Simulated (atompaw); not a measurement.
Pseudopotential generation for Mn: PAW (atompaw), PBE, scalar-relativistic.

atompaw 4.2.0.5 input, output lines left out:

```
Mn 25
GGA-PBE scalarrelativistic loggrid 1500 logderivrange -7 5 301
4 4 3 0 0 0
4 0 0
4 1 0
3 2 5
0 0 0
c
c
c
v
c
v
v
v
2
2.15 1.75 1.60 1.10
y
0.05
n
n
y
3.35
n
bloechl sinc
3 0 troulliermartins
```

Results:

| Item | Value |
| --- | --- |
| Cutoffs needed | 60 Ry and 90 Ry (the cutoffs (Ry, on a coarse ladder) from which the occupation-weighted sum of valence levels, in a spherical-Bessel basis at the reference potential, stays within 10 and 1 mRy of its value at 400 Ry) |
| Ghost test | ghost state, extra bound levels that the all-electron valence spectrum of the same l lacks: s at -53.6 eV; a true bound ghost makes a file unfit for plane-wave use (spherical-Bessel basis up to 400 Ry, 20 bohr box) |
| Lowest eigenvalue of the overlap operator | 0.01 (s channel) |
| Overlap eigenvalues printed by atompaw (projector basis) | 0.0377, 0.818, 1.19, 2.62, 5.21, 8.78 |
| Share of each valence orbital outside the PAW sphere | 4s 67 %, 3p 1 %, 4p 81 %, 3d 7 % |

Generation and tests took about 2.1 s on one core of a shared server CPU.
